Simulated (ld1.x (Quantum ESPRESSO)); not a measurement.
# PW91 TM dataset for bromine (Br), fully relativistic all-electron reference.

The input file (ld1.x (Quantum ESPRESSO) 7.5):

```
&input
   title='Br', zed=35., rel=2, dft='PW91', iswitch=3,
   config='[Ar] 3d10 4s2 4p2 4d-2', rel_dist='average',
   nld=5, rlderiv=1.55, eminld=-6.0, emaxld=5.0, deld=0.02
 /
 &inputp
   pseudotype=2, tm=.true., lloc=2,
   nlcc=.true., new_core_ps=.true., rcore=1.30,
   file_pseudopw='Br.UPF', file_wfcaegen='ae.wfc', file_wfcncgen='nc.wfc', file_beta='beta', file_chi='chi'
 /
3
4S  1  0   2.00   0.00  1.40  1.40  0.0
4P  2  1   2.00   0.00  1.30  1.30  0.0
4D  3  2  -2.00   0.10  1.40  1.40  0.0
 &test
   configts(1)='4s2 4p2'
 /
```

Command:

```bash
ld1.x < Br.in > Br.out
```

Output (shortened: banner, matrices, multipoles, cross overlaps and the repeated all-electron block are left out):

```
Program LD1 v.7.5
     --------------------------- All-electron run ----------------------------

     Br
     dirac relativistic calculation

     atomic number is 35.00
     dft =PW91   lsd =0 sic =0 latt =0  beta=0.20 tr2=1.0E-14
     Exchange-correlation= PW91
                           (   1   4   2   2   0   0   0)
     mesh =1213 r(mesh) =  98.95369 a.u. xmin = -7.00 dx = 0.01250
     1 Ry =  13.60569312 eV, c = 137.03599908

     n l j   nl                  e(Ry)          e(Ha)          e(eV)
     Spin orbit split results
     1 0 0.5 1S 1( 2.00)      -981.5894      -490.7947    -13355.2047
     2 0 0.5 2S 1( 2.00)      -130.2020       -65.1010     -1771.4879
     2 1 0.5 2P 1( 2.00)      -117.5558       -58.7779     -1599.4277
     2 1 1.5 2P 1( 4.00)      -114.0614       -57.0307     -1551.8847
     3 0 0.5 3S 1( 2.00)       -20.3192       -10.1596      -276.4562
     3 1 0.5 3P 1( 2.00)       -15.9193        -7.9597      -216.5933
     3 1 1.5 3P 1( 4.00)       -15.4156        -7.7078      -209.7395
     3 2 1.5 3D 1( 4.00)        -7.7776        -3.8888      -105.8190
     3 2 2.5 3D 1( 6.00)        -7.6972        -3.8486      -104.7264
     4 0 0.5 4S 1( 2.00)        -3.9922        -1.9961       -54.3167
     4 1 0.5 4P 1( 0.67)        -2.9755        -1.4877       -40.4833
     4 1 1.5 4P 1( 1.33)        -2.9214        -1.4607       -39.7474
     Averaged results
     1 0     1S 1( 2.00)      -981.5894      -490.7947    -13355.2047
     2 0     2S 1( 2.00)      -130.2020       -65.1010     -1771.4879
     2 1     2P 1( 6.00)      -115.2262       -57.6131     -1567.7323
     3 0     3S 1( 2.00)       -20.3192       -10.1596      -276.4562
     3 1     3P 1( 6.00)       -15.5835        -7.7917      -212.0241
     3 2     3D 1(10.00)        -7.7294        -3.8647      -105.1634
     4 0     4S 1( 2.00)        -3.9922        -1.9961       -54.3167
     4 1     4P 1( 2.00)        -2.9394        -1.4697       -39.9927

     final scf error:  4.3E-15 reached in  23 iterations

     Etot =   -5209.159439 Ry,   -2604.579720 Ha,  -70874.224758 eV

     Ekin =    5341.834065 Ry,    2670.917033 Ha,   72679.355005 eV
     Encl =  -12491.743127 Ry,   -6245.871564 Ha, -169958.823560 eV
     Eh   =    2123.994754 Ry,    1061.997377 Ha,   28898.420811 eV
     Exc  =    -183.245131 Ry,     -91.622565 Ha,   -2493.177014 eV

     normalization and overlap integrals

     s(1S/1S) =  1.000000  <r> =   0.0427  <r2> =    0.0025  r(max) =   0.0279
     s(2S/2S) =  1.000000  <r> =   0.1893  <r2> =    0.0423  r(max) =   0.1584
     s(2P/2P) =  1.000000  <r> =   0.1627  <r2> =    0.0325  r(max) =   0.1249
     s(2P/2P) =  1.000000  <r> =   0.1666  <r2> =    0.0339  r(max) =   0.1280
     s(3S/3S) =  1.000000  <r> =   0.5510  <r2> =    0.3494  r(max) =   0.4817
     s(3P/3P) =  1.000000  <r> =   0.5564  <r2> =    0.3628  r(max) =   0.4758
     s(3P/3P) =  1.000000  <r> =   0.5668  <r2> =    0.3764  r(max) =   0.4817
     s(3D/3D) =  1.000000  <r> =   0.5850  <r2> =    0.4233  r(max) =   0.4305
     s(3D/3D) =  1.000000  <r> =   0.5890  <r2> =    0.4290  r(max) =   0.4305
     s(4S/4S) =  1.000000  <r> =   1.5458  <r2> =    2.7036  r(max) =   1.3766
     s(4P/4P) =  1.000000  <r> =   1.7469  <r2> =    3.4772  r(max) =   1.5214
     s(4P/4P) =  1.000000  <r> =   1.7734  <r2> =    3.5820  r(max) =   1.5406

     ------------------------ End of All-electron run ------------------------

     --------------------- Generating NC pseudopotential ---------------------

      Generating local pot.: lloc=2, j= 1.50, matching radius rcloc =   1.4000

      Generating local pot.: lloc=2, j= 2.50, matching radius rcloc =   1.4000

      Computing core charge for nlcc:

       r > 1.31 : true rho core
      Core charge pseudized with two Bessel functions
      Integrated core pseudo-charge :   6.14

     Fully relativistic calculation: |psi|^2

     Wfc 4S LC norm =  0.99986434 SC norm =  0.00012666 missing  0.00000901

     Wfc 4P LC norm =  0.99989219 SC norm =  0.00010679 missing  0.00000102

     Wfc 4P LC norm =  0.99989473 SC norm =  0.00008933 missing  0.00001594

      Wfc   4S  rcut= 1.411  Using Troullier-Martins method

      Wfc   4P  rcut= 1.310  Using Troullier-Martins method

      Wfc   4P  rcut= 1.310  Using Troullier-Martins method

     ------------------- End of pseudopotential generation -------------------

     Computing logarithmic derivative in   1.55026
     Computing logarithmic derivative in   1.55026
     Computing the partial wave expansion
     R is outside the sphere for l=    0 j= 0.50
     R is outside the sphere for l=    1 j= 0.50
     R is outside the sphere for l=    1 j= 1.50
       no projector for channel:   2
       no projector for channel:   2

     ---------------------- Testing the pseudopotential ----------------------

     Br
     dirac relativistic calculation

     atomic number is 35.00   valence charge is  7.00
     dft =PW91   lsd =0 sic =0 latt =0  beta=0.20 tr2=1.0E-14
     mesh =1213 r(mesh) =  98.95369 xmin = -7.00 dx = 0.01250

     n l  j  nl             e AE (Ry)       e PS (Ry)    De AE-PS (Ry)
     1 0 0.5 4S   1( 2.00)       -3.99220       -3.99222        0.00002
     2 1 0.5 4P   1( 0.67)       -2.97547       -2.97542       -0.00005
     2 1 1.5 4P   1( 1.33)       -2.92138       -2.92139        0.00001

     eps = 1.2E-15  iter =  7

     Etot =   -5209.159439 Ry,   -2604.579720 Ha,  -70874.224758 eV
     Etotps =   -32.510278 Ry,     -16.255139 Ha,    -442.324859 eV

     Ekin =       5.955269 Ry,       2.977634 Ha,      81.025558 eV
     Encl =     -33.516596 Ry,     -16.758298 Ha,    -456.016518 eV
     Ehrt =       8.656791 Ry,       4.328396 Ha,     117.781643 eV
     Ecxc =     -14.350103 Ry,      -7.175052 Ha,    -195.243098 eV
     (Ecc =     -10.598619 Ry,      -5.299309 Ha,    -144.201557 eV)
     Epseu=       0.744362 Ry,       0.372181 Ha,      10.127557 eV

     ---------------------- End of pseudopotential test ----------------------
```

Generation and configuration tests took about 3.1 s on one core of a shared server CPU.

Transferability test of the new file with ld1.x, input:

```
&input
   title='Br', zed=35., rel=2, dft='PW91', iswitch=2,
   config='[Ar] 3d10 4s2 4p2 4d-2', rel_dist='average'
 /
 &test
   file_pseudo='Br.UPF', nconf=8,
   configts(1)='4s2 4p2',
   configts(2)='4s2 4p5',
   configts(3)='4s2 4p4',
   configts(4)='4s2 4p3',
   configts(5)='4s2 4p5.3',
   configts(6)='4s1 4p5',
   configts(7)='4s1 4p6',
   configts(8)='4s2 4p4.5'
 /
```

```bash
ld1.x < Br.test.in > Br.test.out
```

Pseudopotential blocks of its output, shortened (energy terms left out):

```
     ---------------------- Testing the pseudopotential ----------------------

     n l  j  nl             e AE (Ry)       e PS (Ry)    De AE-PS (Ry)
     1 0 0.5 4S   1( 2.00)       -3.99220       -3.99222        0.00002
     2 1 0.5 4P   1( 0.67)       -2.97547       -2.97542       -0.00005
     2 1 1.5 4P   1( 1.33)       -2.92138       -2.92139        0.00001

     eps = 4.9E-15  iter =  7

     Etot =   -5209.159439 Ry,   -2604.579720 Ha,  -70874.224758 eV
     Etotps =   -32.510277 Ry,     -16.255139 Ha,    -442.324853 eV

     ---------------------- End of pseudopotential test ----------------------

          ---------------------- Testing the pseudopotential ----------------------

     n l  j  nl             e AE (Ry)       e PS (Ry)    De AE-PS (Ry)
     1 0 0.5 4S   1( 2.00)       -1.48474       -1.48269       -0.00205
     2 1 0.5 4P   1( 1.67)       -0.60621       -0.60546       -0.00075
     2 1 1.5 4P   1( 3.33)       -0.56950       -0.56909       -0.00041

     eps = 9.7E-15  iter = 13

     Etot =   -5214.270269 Ry,   -2607.135134 Ha,  -70943.761137 eV
     Etotps =   -37.618740 Ry,     -18.809370 Ha,    -511.829026 eV
     dEtot_ae =      -5.110830 Ry
     dEtot_ps =      -5.108463 Ry,   Delta E=      -0.002367 Ry

     ---------------------- End of pseudopotential test ----------------------

          ---------------------- Testing the pseudopotential ----------------------

     n l  j  nl             e AE (Ry)       e PS (Ry)    De AE-PS (Ry)
     1 0 0.5 4S   1( 2.00)       -2.23963       -2.23741       -0.00222
     2 1 0.5 4P   1( 1.33)       -1.31704       -1.31589       -0.00115
     2 1 1.5 4P   1( 2.67)       -1.27488       -1.27400       -0.00088

     eps = 1.9E-15  iter =  9

     Etot =   -5213.342969 Ry,   -2606.671484 Ha,  -70931.144579 eV
     Etotps =   -36.692209 Ry,     -18.346105 Ha,    -499.222938 eV
     dEtot_ae =      -4.183530 Ry
     dEtot_ps =      -4.181932 Ry,   Delta E=      -0.001598 Ry

     ---------------------- End of pseudopotential test ----------------------

          ---------------------- Testing the pseudopotential ----------------------

     n l  j  nl             e AE (Ry)       e PS (Ry)    De AE-PS (Ry)
     1 0 0.5 4S   1( 2.00)       -3.08177       -3.08009       -0.00168
     2 1 0.5 4P   1( 1.00)       -2.11257       -2.11150       -0.00107
     2 1 1.5 4P   1( 2.00)       -2.06461       -2.06372       -0.00089

     eps = 4.9E-15  iter =  7

     Etot =   -5211.664399 Ry,   -2605.832199 Ha,  -70908.306469 eV
     Etotps =   -35.014654 Ry,     -17.507327 Ha,    -476.398642 eV
     dEtot_ae =      -2.504960 Ry
     dEtot_ps =      -2.504377 Ry,   Delta E=      -0.000582 Ry

     ---------------------- End of pseudopotential test ----------------------

          ---------------------- Testing the pseudopotential ----------------------

     n l  j  nl             e AE (Ry)       e PS (Ry)    De AE-PS (Ry)
     1 0 0.5 4S   1( 2.00)       -1.28005       -1.27813       -0.00192
     2 1 0.5 4P   1( 1.77)       -0.41371       -0.41312       -0.00059
     2 1 1.5 4P   1( 3.53)       -0.37857       -0.37832       -0.00025

     eps = 3.0E-15  iter = 14

     Etot =   -5214.415797 Ry,   -2607.207899 Ha,  -70945.741154 eV
     Etotps =   -37.764134 Ry,     -18.882067 Ha,    -513.807217 eV
     dEtot_ae =      -5.256358 Ry
     dEtot_ps =      -5.253857 Ry,   Delta E=      -0.002501 Ry

     ---------------------- End of pseudopotential test ----------------------

          ---------------------- Testing the pseudopotential ----------------------

     n l  j  nl             e AE (Ry)       e PS (Ry)    De AE-PS (Ry)
     1 0 0.5 4S   1( 1.00)       -2.29980       -2.29850       -0.00130
     2 1 0.5 4P   1( 1.67)       -1.36622       -1.36551       -0.00071
     2 1 1.5 4P   1( 3.33)       -1.32276       -1.32225       -0.00052

     eps = 2.4E-15  iter =  9

     Etot =   -5212.386284 Ry,   -2606.193142 Ha,  -70918.128219 eV
     Etotps =   -35.736508 Ry,     -17.868254 Ha,    -486.219955 eV
     dEtot_ae =      -3.226845 Ry
     dEtot_ps =      -3.226230 Ry,   Delta E=      -0.000614 Ry

     ---------------------- End of pseudopotential test ----------------------

          ---------------------- Testing the pseudopotential ----------------------

     n l  j  nl             e AE (Ry)       e PS (Ry)    De AE-PS (Ry)
     1 0 0.5 4S   1( 1.00)       -1.54299       -1.54163       -0.00135
     2 1 0.5 4P   1( 2.00)       -0.65117       -0.65063       -0.00054
     2 1 1.5 4P   1( 4.00)       -0.61296       -0.61267       -0.00029

     eps = 9.2E-15  iter = 15

     Etot =   -5213.360035 Ry,   -2606.680018 Ha,  -70931.376780 eV
     Etotps =   -36.709755 Ry,     -18.354877 Ha,    -499.461655 eV
     dEtot_ae =      -4.200596 Ry
     dEtot_ps =      -4.199477 Ry,   Delta E=      -0.001119 Ry

     ---------------------- End of pseudopotential test ----------------------

          ---------------------- Testing the pseudopotential ----------------------

     n l  j  nl             e AE (Ry)       e PS (Ry)    De AE-PS (Ry)
     1 0 0.5 4S   1( 2.00)       -1.84962       -1.84743       -0.00220
     2 1 0.5 4P   1( 1.50)       -0.94955       -0.94857       -0.00098
     2 1 1.5 4P   1( 3.00)       -0.91016       -0.90949       -0.00067

     eps = 7.7E-15  iter = 10

     Etot =   -5213.895098 Ry,   -2606.947549 Ha,  -70938.656675 eV
     Etotps =   -37.243898 Ry,     -18.621949 Ha,    -506.729046 eV
     dEtot_ae =      -4.735659 Ry
     dEtot_ps =      -4.733621 Ry,   Delta E=      -0.002038 Ry

     ---------------------- End of pseudopotential test ----------------------
```
